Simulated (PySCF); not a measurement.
# Si⁺ (silicon, charge +1) across methods

[Ne] 3s1 3p2, high-spin 4P determinant (an excited configuration). All numbers are calculated (PySCF 2.14, no relativity, point nucleus, in dyall-acv3z (19s12p6d4f, 113 functions)).

```csv
method,E (hartree),mean ε 2p β (eV),mean ε 3s α (eV),mean ε 3p α (eV),Σ⟨r²⟩ (bohr²),⟨S²⟩
r2SCAN,-288.8752,-107.79,-21.243,-13.522,20.66,3.750
revPBE,-288.8364,-105.75,-20.668,-13.208,20.75,3.750
BHandHLYP,-288.8947,-116.40,-23.865,-15.284,20.71,3.750
PBE0,-288.7708,-111.11,-22.432,-14.413,20.72,3.750
LDA,-287.7232,-105.89,-20.697,-13.160,20.82,3.750
PBE,-288.7406,-105.79,-20.689,-13.210,20.77,3.750
wB97X-V,-288.8375,-113.07,-25.047,-16.644,20.87,3.750
```

Q: Estimate the same row for UHF.

A: E (hartree) = -288.43580; mean ε 2p β (eV) = -125.87; mean ε 3s α (eV) = -27.169; mean ε 3p α (eV) = -17.608; Σ⟨r²⟩ (bohr²) = 20.91; ⟨S²⟩ = 3.750.
